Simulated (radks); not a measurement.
Dispersion coefficients C6 (hartree bohr^6) between ground-configuration atoms and ions, from the Casimir-Polder integral (3/pi) of alpha_A(iw) alpha_B(iw). Method: scalar-relativistic Kohn-Sham, exchange-only LDA, spin-polarised, spherical densities, finite nucleus; open shells are filled with parallel spins first; Fermi nuclear charge, rms radius of each element as measured or else 0.836 A^(1/3) + 0.57 fm; computed with a radial shooting solver on a logarithmic mesh with Libxc functionals. Response by self-consistent Sternheimer equations with the Hartree and adiabatic exchange-only LDA kernel, the relativistic mass of each level held fixed and spin-orbit coupling left out. For heavy and open-shell atoms this level of theory can miss by tens of per cent.

| C6 | Ca | Sc+ | Ti2+ | V3+ | Cr4+ | Mn5+ | Fe6+ | Co7+ | Ni8+ |
|---|---|---|---|---|---|---|---|---|---|
| Ca | 2219 |  |  |  |  |  |  |  |  |
| Sc+ | 896.5 | 374.5 |  |  |  |  |  |  |  |
| Ti2+ | 140.4 | 66.02 | 17.44 |  |  |  |  |  |  |
| V3+ | 66.00 | 32.67 | 10.09 | 6.176 |  |  |  |  |  |
| Cr4+ | 40.41 | 20.47 | 6.801 | 4.290 | 3.035 |  |  |  |  |
| Mn5+ | 27.80 | 14.27 | 4.942 | 3.176 | 2.274 | 1.720 |  |  |  |
| Fe6+ | 20.37 | 10.54 | 3.755 | 2.445 | 1.767 | 1.345 | 1.058 |  |  |
| Co7+ | 15.54 | 8.095 | 2.941 | 1.934 | 1.408 | 1.078 | 0.8517 | 0.6882 |  |
| Ni8+ | 12.20 | 6.386 | 2.357 | 1.562 | 1.143 | 0.8796 | 0.6978 | 0.5657 | 0.4664 |

Static polarisabilities (bohr^3): Ca ([Ar] 4s2) 160.6, Sc+ ([Ar] 3d1 4s1) 55.76, Ti2+ ([Ar] 3d2) 5.868, V3+ ([Ar] 3d2) 2.402, Cr4+ ([Ar] 3d2) 1.401, Mn5+ ([Ar] 3d2) 0.9410, Fe6+ ([Ar] 3d2) 0.6796, Co7+ ([Ar] 3d2) 0.5133, Ni8+ ([Ar] 3d2) 0.3998. The combination rule 2 Ca Cb / ((alpha_b/alpha_a) Ca + (alpha_a/alpha_b) Cb) gives 6.272 for Cr4+-Ti2+, against 6.801 from the integral.
